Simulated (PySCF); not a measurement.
How methods differ on the ionisation energy of W⁺

W⁺ [Xe] 4f14 5d4 6s1 [5d3/2^4 6s1/2^1, M_J = 1/2] → W²⁺ [Xe] 4f14 5d4 [5d3/2^4, M_J = 0], as a difference of total energies. Computed with PySCF 2.14 in x2c-SVPall-2c, with the two-component X2C-1e Hamiltonian. "Screened" scales the spin-orbit matrix elements by Boettger's factors to mimic the two-electron term; Breit and QED terms are absent.

| method | ionisation energy (eV) |
| --- | --- |
| GHF (spin-free) | 15.135 |
| GHF (screened spin-orbit) | 15.039 |

The spin-free rows relax to the high-spin LS determinant and lack the spin-orbit shift.

Errors of the correlated levels include the incompleteness of this basis and the frozen core.

The labels give the starting determinants; with spin-orbit coupling the two ends relaxed to ⟨J²⟩ = 3.88, ⟨L²⟩ = 5.84, ⟨S²⟩ = 8.48 and ⟨J²⟩ = 2.69, ⟨L²⟩ = 5.60, ⟨S²⟩ = 5.57.

The determinant of W⁺ and of W²⁺ mixes levels of different J (the jj label is only the starting occupation), so the difference between spin-free and spin-orbit rows is not the physical spin-orbit shift.

For comparison: 16.37 ± 0.15 eV (semi-empirical (NIST evaluation); NIST Atomic Spectra Database, ionization energies).
